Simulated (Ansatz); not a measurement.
Consider the atomization: `[OH][GeH2][O][SiH3]` → Ge• + 6 H• + 2 O• + Si•.

Isolated molecules relaxed with PBE0-D4/def2-TZVP in Ansatz; ΔE leaves out vibrations. CCSD(T)/CBS is the MP2 limit (def2-TZVPP, def2-QZVPP) plus CCSD(T) − MP2 in def2-TZVPP, frozen cores. This one scheme is used for every species, atoms too. Open shells (•) are unrestricted, without spin–orbit coupling. Spin–orbit coupling would lower the free atoms: a little for O, Si; clearly for Ge. For Ge outer-core shells are correlated without core-valence functions, so the limit isn't a true one: a few kJ/mol of doubt a bond, and 10 to 20 or more in all where bonds break to atoms. Scalar relativity is left out up to krypton. One conformer a species, not always the lowest.

| species | CCSD/CBS(def2) energy (Eh) |
| --- | --- |
| `[OH][GeH2][O][SiH3]` | -2519.19792 |
| Ge• | -2076.01196 |
| H• | -0.50000 |
| O• | -75.00346 |
| Si• | -288.94153 |

Task: Work out ΔE.

Result: ΔE = 6 × (-0.50000) + 2 × (-75.00346) + (-2076.01196) + (-288.94153) − (-2519.19792) = 1.23751 Eh = +3249.1 kJ/mol. CCSD(T)/CBS gives +3291.5 kJ/mol.

Largest T1 diagnostic among the species: 0.012.

In def2-TZVPP, CCSD(T) changes the Hartree–Fock value by +858.9 kJ/mol (the triples alone add +42.4 kJ/mol) and MP2 by +895.5 kJ/mol; breaking electron pairs costs correlation energy, which Hartree–Fock lacks. From PBE to PBE0 (25 % exact exchange), in def2-TZVPP and without D4, ΔE moves by −46.5 kJ/mol: exact exchange takes away binding that semilocal exchange gives to molecules. The D4 term adds +31.0 kJ/mol with B3LYP and +16.3 kJ/mol with PBE0; it sums over pairs of atoms, weighted by their polarisabilities, and B3LYP, whose exchange is more repulsive, gets the larger term.

B3LYP here is the variant with VWN-RPA as its local correlation; programs differ in this.

For atomizations the MP2-based limit and the directly extrapolated one differ by several kJ/mol either way, and by 10 to 25 for some Ge, Se and Sn compounds, so smaller differences from it don't rank the levels.
